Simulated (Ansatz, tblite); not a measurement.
Cost and result up the ladder for Cu₂S⁺ (3 atoms). The state is a doublet with charge 1. Geometry: PBE0-D4/def2-TZVP.

Cartesian coordinates in Å:
```
Cu -1.2565 -1.0908 0.2047
Cu 0.8705 1.2933 0.6166
S 0.3860 -0.2025 -0.8213
```

Ansatz on 4 threads of Arm Neoverse V1 on a shared host; xTB runs through tblite on one thread. Times are rough, summed over both states, and most runs start from the orbitals of an earlier one. CCSD(T)/def2-TZVPP serves as the yardstick here, not as an exact answer. The other state is a quartet at its own geometry.

The xTB rows come from tblite. B3LYP takes the VWN-RPA correlation. HSE06 is defined as in plane-wave codes, on full-range PBE exchange. Correlated methods freeze 23 core orbitals. The structure comes from a short search, and lower isomers may exist.

Run but left out: HF/STO-3G (doublet: ⟨S²⟩ 3.05, where a pure state has 0.75).

Second-order perturbation terms are unreliable where d shells bring near-degenerate states, and here MP2/def2-TZVP lies more than 0.4 eV from the median of the functionals without such a term.

Correlated methods converge slowly with the basis.

xTB has no spin-polarisation term.

```tsv
level	functions	wall time	quartet − doublet (eV)	difference from CCSD(T)/def2-TZVPP (eV)
GFN1-xTB	27	0.007 s	3.51	0.40
GFN2-xTB	27	0.022 s	5.13	2.02
MP2/def2-TZVP	127	4.4 s	4.02	0.92
PBE-D4/def2-TZVP	127	4.7 s	2.69	-0.42
BLYP-D4/def2-TZVP	127	5.3 s	2.56	-0.54
RPA@PBE/def2-TZVP	127	6.1 s	2.53	-0.58
B3LYP-D4/def2-TZVP	127	7.4 s	2.88	-0.23
HSE06-D4/def2-TZVP	127	7.5 s	2.93	-0.18
PBE0-D4/def2-TZVP	127	10 s	2.93	-0.18
r2SCAN-D4/def2-TZVP (with forces)	127	12 s	2.70	-0.40
B97M-V/def2-TZVP	127	19 s	2.68	-0.42
ωB97M-V/def2-TZVP	127	26 s	3.23	0.13
CCSD(T)/def2-TZVPP	170	62 s	3.11	0.00
```
